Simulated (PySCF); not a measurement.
## BSe⁻: energy against distance

Set-up: B aug-cc-pVDZ-DK, Se aug-cc-pVDZ-DK; spin-free X2C with a Gaussian nucleus (PySCF 2.14). Energies in eV from B + Se⁻ in their ground configurations at the same level. All curves are PBE0. state 1: ¹Σ⁺ (singlet), closed shell; state 2: ³Π (triplet), unpaired electrons σ ↑, π ↑, a second solution, started from another occupation.

```json
{"R (Å)": "1.582", "state 1": "-4.069", "state 2": "-1.833"}
{"R (Å)": "1.656", "state 1": "-4.718", "state 2": "-2.485"}
{"R (Å)": "1.730", "state 1": "-5.075", "state 2": "-2.858"}
{"R (Å)": "1.785", "state 1": "-5.200", "state 2": "-3.000"}
{"R (Å)": "1.840", "state 1": "-5.233", "state 2": "-3.053"}
{"R (Å)": "1.895", "state 1": "-5.195", "state 2": "-3.038"}
{"R (Å)": "1.969", "state 1": "-5.063", "state 2": "-2.938"}
{"R (Å)": "2.061", "state 1": "-4.807", "state 2": "-2.730"}
{"R (Å)": "2.171", "state 1": "-4.420", "state 2": "-2.416"}
{"R (Å)": "2.318", "state 1": "-3.841", "state 2": "-1.973"}
```

Put a parabola through the three lowest points of the state 1 curve and estimate Re, k and ωe (reduced mass 9.676 u; 1 eV/Å² = 0.16022 mdyn/Å; ωe = 1302.8·√(k/μ) cm⁻¹).

Through R = 1.785, 1.84, 1.895 Å the second-order coefficient is 11.7 eV/Å², so Re ≈ 1.838 Å, k ≈ 3.76 mdyn/Å and ωe ≈ 812 cm⁻¹. A polynomial fit of higher order to the unrounded PBE0 energies gives Re = 1.836 Å, k = 3.79 mdyn/Å, ωe = 815 cm⁻¹; anharmonicity and rounding make the difference.

The higher-order fit for each curve: state 1: Re = 1.836 Å, ωe = 815 cm⁻¹, De = 5.23 eV; state 2: Re = 1.853 Å, ωe = 769 cm⁻¹, minimum 3.06 eV below the ground-state fragments.

For an ion De counts to the pair picked by the measured ionisation energies or electron affinities, which need not be the lowest pair at this level. The highest Kohn–Sham level is positive in this anion. Much of that is self-interaction error, but it also means that the finite basis helps to hold the extra electron.
